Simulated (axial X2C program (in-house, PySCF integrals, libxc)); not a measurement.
**Potential curves of WSi, scalar-relativistic**

All values were computed with an axial X2C code built on PySCF integrals. Spin-free means the one-electron spin-free X2C Hamiltonian. Basis: W dyall-cv3z [13s14p9d7f4g], Si dyall-v3z [8s7p2d1f] (cores contracted in-house); Gaussian nuclei, density fitting, unrestricted open shells. Masses: W 183.951 u, Si 27.977 u.

State: M_S = 2, Λ = 1 (beyond evenly filled blocks: σα, π+α, π+β, π-α, δ+α, δ-α). Energies in cm⁻¹ from the lowest point of each curve. Fits are polynomials in 1 − R0/R over 0.85 to 1.23 times the lowest point R0.

| R (Å) | PBE0 | CCSD(T) | CCSD | TPSS |
| --- | --- | --- | --- | --- |
| 2.1094 | 3211 | 3640 | 3847 | 3405 |
| 2.1789 | 1242 | 1507 | 1666 | 1321 |
| 2.2485 | 258 | 379 | 467 | 268 |
| 2.3180 | 0 | 0 | 0 | 0 |
| 2.3991 | 339 | 234 | 113 | 402 |
| 2.4803 | 1150 | 969 | 714 | 1347 |
| 2.5846 | 2607 | 2370 | 1935 | 3033 |

Correlated methods: 10 electrons correlated (number of frozen shells: W 5 s, 4 p, 2 d, 1 f; Si 2 s, 1 p), 286 virtual spin orbitals or spinors in MP2, 90 natural virtuals in coupled cluster.

The state is a single determinant with fixed occupations, the lowest that a limited PBE0 search found. CCSD and (T) use frozen natural virtuals with an MP2 correction for the truncation; (T) itself is uncorrected, so its De runs slightly low. Other states lie close and PBE0, whose exact exchange favours high spin, may order them wrongly; the determinant shown need not be the ground state. The nearest other spin-free determinant of the search, M_S = 2, Λ = 0, lies 0.46 eV up at the distance of the search. Without a current term, density functionals place determinants with orbital angular momentum somewhat too high. The determinant is spin-polarised beyond a pure state at some levels (its spin-free form has ⟨S²⟩ too high), which makes Re and μ there less reliable. The T1 diagnostic is large, a sign of multireference character. With the outer-core shells frozen, correlated bond lengths of heavy atoms tend to come out a few hundredths of an ångström too long. Coupled cluster ran on the points near the minimum only. MP2 and coupled cluster on one determinant become unreliable at the stretched end.

**Question.** What are Re and ωe at the PBE0 level?

**Answer.** At PBE0, spin-free: Re = 2.314 Å, ωe ≈ 388 cm⁻¹; Be follows as 0.13 cm⁻¹.

**Question.** What are Re and ωe at the CCSD(T) level?

**Answer.** At CCSD(T), spin-free: Re = 2.328 Å, ωe ≈ 385 cm⁻¹; Be follows as 0.128 cm⁻¹.

**Question.** Fit the CCSD curve near its minimum: give the equilibrium distance and the harmonic wavenumber.

**Answer.** At CCSD, spin-free: Re = 2.342 Å, ωe ≈ 367 cm⁻¹; Be follows as 0.127 cm⁻¹.

**Question.** Fit the TPSS curve near its minimum: give the equilibrium distance and the harmonic wavenumber.

**Answer.** At TPSS, spin-free: Re = 2.312 Å, ωe ≈ 412 cm⁻¹; Be follows as 0.13 cm⁻¹.
